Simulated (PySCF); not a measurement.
# Spinor energies of Ga(2+) (gallium, charge +2)

Start: [Ar] 3d9 4s1 4p1; 3d3/2 filled at m_j = -3/2, -1/2, +1/2, +3/2; 3d5/2 filled at m_j = -3/2, -1/2, +1/2, +3/2, +5/2; 4s1/2 filled at m_j = +1/2; 4p3/2 filled at m_j = +3/2. Calculated with PySCF 2.14 in x2c-TZVPall-2c (6s7p4d1f, 54 functions): generalised Hartree-Fock with the X2C-1e Hamiltonian and a Gaussian nucleus; one run each with spin-orbit coupling (SO) switched off, then screened by Boettger's factors. This is a chosen level, not necessarily the ground level.

| spinor shell | electrons | ε, spin-free (eV) | ε, screened SO (eV) | weight of nominal j (screened SO) | rms radius, screened SO (bohr) |
| --- | --- | --- | --- | --- | --- |
| 1s1/2 | 2 | -10474.6 | -10474.4 | 1.000 | 0.0560 |
| 2s1/2 | 2 | -1375.0 | -1375.0 | 1.000 | 0.235 |
| 2p1/2 | 2 | -1196.8 | -1216.1 | 0.999 | 0.209 |
| 2p3/2 | 4 | -1196.8 | -1187.4 | 1.000 | 0.212 |
| 3s1/2 | 2 | -210.41 | -210.42 | 1.000 | 0.692 |
| 3p1/2 | 2 | -154.00 | -157.93 | 0.957 | 0.720 |
| 3d3/2 | 4 | -63.086 | -63.916 | 0.814 | 0.835 |
| 3d5/2 | 5 | -63.086 | -62.491 | 0.851 | 0.840 |
| 4s1/2 | 1 | -35.112 | -35.121 | 0.999 | 2.16 |
| 4p3/2 | 1 | -25.639 | -25.551 | 1.000 | 2.52 |

Question: Where does 3p3/2 lie, and what is the 3p spin-orbit splitting (screened SO)?

Answer: At -152.11 eV, 5.819 eV above 3p1/2.

```csv
quantity,spin-free,screened SO
E (hartree),-1940.45170,-1940.51838
M_J,9/2,9/2
⟨J²⟩,24.761,24.761
⟨L²⟩,12.011,12.013
⟨S²⟩,3.750,3.752
```

Each row is a mean over spinors that exchange with the open shell spreads, by up to 9.297 eV (3p3/2).

Rows whose weight is well below 1 are mixtures of j = l ± 1/2: exchange outweighs spin-orbit coupling there, and the label is only the starting occupation.

Without spin-orbit coupling the j labels of p, d and f shells carry no meaning; the spin-free column gives the mean over the occupied spinors of each nl shell.
